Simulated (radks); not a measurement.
The numbers below are computed, except where a source is named.
The ruthenium ion Ru35+, 9 electrons, occupied as [He] 2s2 2p5.

Code: a radial shooting solver on a logarithmic mesh with Libxc functionals. Model: scalar-relativistic Kohn-Sham, LDA (Slater exchange, VWN5 correlation), spin-polarised, spherical densities, finite nucleus; open shells are filled with parallel spins first (spin-orbit coupling, left out, can overturn this in heavy ions); Fermi nuclear charge, rms radius 4.4809 fm.

Energy parts (Ry):
part                        energy
total                  -6801.94405
kinetic                 7087.94382
electron-nucleus      -14496.72153
Hartree                  732.14503
exchange-correlation    -125.31137

Orbitals (lengths in bohr, moments of r in powers of bohr; r(90%) holds 90 % of the orbital's charge):
1s up: occ. 1; eigenvalue (Ry) -1775.022; r(90%) 0.0599
1s down: occ. 1; eigenvalue (Ry) -1774.341; r(90%) 0.0599
2s up: occ. 1; eigenvalue (Ry) -381.4755; r(90%) 0.218
2s down: occ. 1; eigenvalue (Ry) -380.5509; r(90%) 0.218
2p up: occ. 3; eigenvalue (Ry) -360.3636; r(90%) 0.198
2p down: occ. 2; eigenvalue (Ry) -359.2515; r(90%) 0.199
3s up: occ. 0; eigenvalue (Ry) -156.7220; r(90%) 0.488
3s down: occ. 0; eigenvalue (Ry) -156.4891; r(90%) 0.489
3p up: occ. 0; eigenvalue (Ry) -150.2094; r(90%) 0.478
3p down: occ. 0; eigenvalue (Ry) -149.9395; r(90%) 0.479

The highest occupied level is 2p down at -4887.9 eV. Summed over all electrons, <r^2> = 0.1415 bohr^2, which gives a Langevin (diamagnetic) susceptibility term of -0.112 x 10^-6 cm^3/mol. Spin moment in Bohr magnetons: 1. The electron density at the nucleus is 1.105e+05 e/bohr^3 (large components only).
